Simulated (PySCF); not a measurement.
C₃H₇BN₂, SMILES C=C1CNB1N.

Coordinates come from a PBE-D3(BJ)/def2-SVP optimisation. The structure was generated by enumeration, and PubChem lists no compound with its InChIKey, so it may never have been made. One conformer was computed; it need not be the lowest.

Two levels are set side by side: TDA-PBE/def2-SVPD (PySCF) and TDA-B3LYP/def2-SVPD (PySCF). Vertical, same geometry. The lowest singlet is HOMO→LUMO 95 % with PBE and HOMO→LUMO 97 % with the other functional; states are paired by order. Differences are taken from unrounded values.

```json
[
 {"quantity": "lowest singlet excitation (eV)", "TDA-PBE": "4.70"},
 {"quantity": "lowest triplet excitation (TDA) (eV)", "TDA-PBE": "3.97"},
 {"quantity": "first bright state (f over 0.05) (eV)", "TDA-PBE": "6.24"},
 {"quantity": "its oscillator strength", "TDA-PBE": "0.13"}
]
```

**Question.** These are the TDA-PBE values. What does TDA-B3LYP give? (Estimate from the structure and the level; the computed values follow.)

**Answer.** 
```tsv
quantity	TDA-B3LYP	TDA-PBE minus TDA-B3LYP
lowest singlet excitation (eV)	5.41	-0.71
lowest triplet excitation (TDA) (eV)	3.95	0.02
first bright state (f over 0.05) (eV)	6.83	-0.60
its oscillator strength	0.54	-0.41
```

Functionals without exact exchange tend to place singlet excitations lower, as here. Differences between two approximate levels are no errors against the true value.

Rough cost on one machine, each run with all the roots and properties that it gave: TDA-B3LYP against TDA-PBE about 3 times.
